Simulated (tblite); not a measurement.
Species: C5H7F3O.
SMILES with atom numbers: `[F:1][CH:2]([F:3])[C@@H:4]1[CH2:5][CH2:6][O:7][C@@H:8]1[F:9]` (hydrogens: H10 on C2; H11 on C4; H12, H13 on C5; H14, H15 on C6; H16 on C8)

Computed with GFN2-xTB (tblite), gas phase: Langevin dynamics at 600 K from the optimised GFN2-xTB geometry, time step 0.5 fs, friction 0.01 fs⁻¹, 2000 steps. The instantaneous temperature is 2·E(kin)/(3Nk) with all 3N coordinates.

```csv
t (fs),T (K),E(pot) above start (eV),F1–C2 (Å),C2–F3 (Å),C2–C4 (Å),C4–C5 (Å),C5–C6 (Å),C2–H10 (Å),F1–C2–C4–C5 (°)
0,488,0.000,1.355,1.354,1.519,1.532,1.536,1.100,-59
50,474,0.784,1.372,1.339,1.525,1.522,1.520,1.084,-64
100,526,0.940,1.334,1.363,1.643,1.491,1.532,1.092,-69
150,497,0.914,1.380,1.319,1.515,1.567,1.522,1.094,-57
200,480,1.040,1.311,1.454,1.468,1.486,1.530,1.101,-51
250,458,1.396,1.375,1.313,1.612,1.521,1.574,1.139,-51
300,551,1.256,1.314,1.358,1.499,1.569,1.534,1.063,-51
350,784,1.015,1.349,1.338,1.569,1.609,1.574,1.103,-61
400,569,1.267,1.428,1.348,1.568,1.594,1.539,1.082,-73
450,594,0.968,1.299,1.406,1.464,1.636,1.516,1.104,-55
500,531,0.703,1.417,1.314,1.501,1.522,1.472,1.108,-61
550,508,1.210,1.325,1.315,1.626,1.536,1.620,1.071,-64
600,576,1.080,1.386,1.365,1.573,1.445,1.523,1.137,-60
650,481,0.799,1.382,1.363,1.484,1.553,1.691,1.066,-52
700,597,1.245,1.329,1.402,1.604,1.576,1.451,1.098,-47
750,574,1.102,1.459,1.329,1.441,1.564,1.544,1.088,-23
800,681,1.346,1.357,1.440,1.536,1.525,1.513,1.140,-26
850,858,1.075,1.339,1.301,1.520,1.533,1.585,1.115,5
900,856,0.941,1.399,1.389,1.550,1.548,1.558,1.063,3
950,742,1.109,1.302,1.367,1.526,1.602,1.538,1.135,-27
1000,794,0.811,1.404,1.303,1.569,1.524,1.540,1.083,-39
```

**Question.** From 500 fs on, how do temperature and potential energy compare with equipartition?

**Answer.** The mean temperature of these 11 frames is 654 K against the target 600 K, and the mean potential energy 1.04 eV against 42 × kT/2 = 1.09 eV for 42 classical harmonic modes. For 16 atoms in a canonical ensemble the temperature itself scatters by T·√(2/(3N)) = 122 K; here its standard deviation is 132 K. The whole run lasts only 10 friction times of 100 fs, so these averages carry a wide statistical error.

**Question.** What are the kinetic and total energies of the listed frame with the highest potential energy?

**Answer.** The one at 250 fs, 1.396 eV above the start. Its kinetic energy is 3NkT/2 = 0.947 eV at 458 K, so the sum is 2.34 eV; over the listed frames the sum runs from 1.01 to 2.85 eV, since the thermostat adds and removes energy.

**Question.** How much do the listed bonds fluctuate from 500 fs on?

**Answer.** 
| bond | at the start (Å) | mean (Å) | standard deviation (Å) |
| --- | --- | --- | --- |
| F1–C2 | 1.355 | 1.373 | 0.044 |
| C2–F3 | 1.354 | 1.354 | 0.043 |
| C2–C4 | 1.519 | 1.539 | 0.051 |
| C4–C5 | 1.532 | 1.539 | 0.038 |
| C5–C6 | 1.536 | 1.549 | 0.063 |
| C2–H10 | 1.100 | 1.100 | 0.027 |

The motion is classical and holds no zero-point motion.

What follows is the cost of the whole dynamics run. The run took 8.6 s on Intel Xeon 6975P-C, one thread, shared host, and the process peaked at 0.18 GiB of memory.
